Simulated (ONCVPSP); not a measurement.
**Potentials for aluminium compared**

Generated with ld1.x 7.5 (TM, RRKJ, ultrasoft, PAW), atompaw 4.2 or ONCVPSP 4.0.1. The cutoff is in Ry: for ld1.x and atompaw files where the sum of valence levels is converged to 10 mRy in a Bessel basis, for ONCV files where the hardest occupied wave has 1 mHa per electron of residual kinetic energy. The error is the largest all-electron minus pseudo excitation energy over each file’s own four to seven test configurations (ionisations up to +4, promotions, holes and added fractions of an electron), all of which were solved. The labels leave out finer settings (local radius, basis sizes, second energies), which also bear on the numbers. Spin-polarised tests are not counted. The rows are a selection from randomly drawn settings: files with unsolved tests, undetermined cutoffs or missed reference levels are left out.

| potential | cutoff (Ry) | largest error (meV) | bound ghosts |
| --- | --- | --- | --- |
| ONCV, PBE, scalar-relativistic, rc 1.70/2.60 (sp), local s, core correction no, reference 3s2 3p0.5, qcut 4.6/3.1, projectors 0/2 | 11 | +23 | none |
| ONCV, Wu-Cohen, scalar-relativistic, rc 1.16/0.92 (sp), local smoothed, core correction no, reference 2s2 2p6 3s2, qcut 12.8/11.5, projectors 2/2 | 130 | -5.4 | none |
| ONCV, PBE, scalar-relativistic, rc 1.80/2.85 (sp), local smoothed, core correction yes, reference 3s2 3p0.75, qcut 2.8/2.7, projectors 1/2 | 20 | +37 | none |
| ONCV, PBE, scalar-relativistic, rc 2.05/2.65 (sp), local smoothed, core correction yes, reference 3s2 3p1, qcut 2.6/2.9, projectors 3/3 | 17 | -3.6 | none |

Task: Fill in the row for Al: ONCV, PBEsol, scalar-relativistic, rc 1.60/1.60/1.60 (spd), local p, core correction no, reference 3s2 3p1, qcut 4.7/5.6/5.4, projectors 1/0/3.

Result: cutoff 18 Ry, largest error +11 meV, bound ghosts: none.
